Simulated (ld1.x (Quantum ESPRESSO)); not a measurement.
The numbers below are computed, except where a source is named.
# Pseudopotentials across the periodic table

Generated with ld1.x 7.5 (TM, RRKJ, ultrasoft, PAW), atompaw 4.2 or ONCVPSP 4.0.1. The cutoff is in Ry: for ld1.x and atompaw files where the sum of valence levels is converged to 10 mRy in a Bessel basis, for ONCV files where the hardest occupied wave has 1 mHa per electron of residual kinetic energy. The error is the largest all-electron minus pseudo excitation energy over each file’s own four to seven test configurations (ionisations up to +4, promotions, holes and added fractions of an electron), all of which were solved. The labels leave out finer settings (local radius, basis sizes, second energies), which also bear on the numbers. Spin-polarised tests are not counted. The rows are a selection from randomly drawn settings: files with unsolved tests, undetermined cutoffs or missed reference levels are left out.

| element | potential | cutoff (Ry) | largest error (meV) | bound ghosts |
| --- | --- | --- | --- | --- |
| He | PAW, PBE, scalar-relativistic, rc 0.70/0.75 (sp), local smoothed, core correction no, reference 1s2 | 70 | -0.1 | none |
| Cl | ultrasoft, PBE, scalar-relativistic, rc 1.35/1.20/1.25 (spd), local d, core correction yes, reference 3s2 3p5 | 18 | -13 | none |
| Cl | PAW, PW91, non-relativistic, rc 1.55/1.65/1.60 (spd), local smoothed, core correction yes, reference 3s2 3p5 | 25 | -66 | none |
| Fe | ultrasoft, PBE, scalar-relativistic, rc 2.45/3.65/1.90 (spd), local smoothed, core correction yes, reference 3d6 4s1.75 4p0 | 30 | -71 | none |
| In | TM, LDA (PZ), scalar-relativistic, rc 1.65/2.50 (sp), local smoothed, core correction no, reference 5s2 5p1 | 30 | +192 | none |
| Ir | TM, PBE, scalar-relativistic, rc 1.82/1.10/1.90 (spd), local s, core correction no, reference 5p6 5d7 6s1.75 6p0 | 140 | -1140 | none |
| Pb | ultrasoft, LDA (PZ), scalar-relativistic, rc 1.95/2.55/1.85 (spd), local smoothed, core correction yes, reference 5d10 6s2 6p2 | 35 | -115 | none |

(1) Fill in the row for Mo: TM, LDA (PZ), scalar-relativistic, rc 1.80/1.40/1.40 (spd), local p, core correction no, reference 4s2 4p6 4d5 5s0 5p0.

Answers

(1) cutoff 60 Ry, largest error +606 meV, bound ghosts: none.
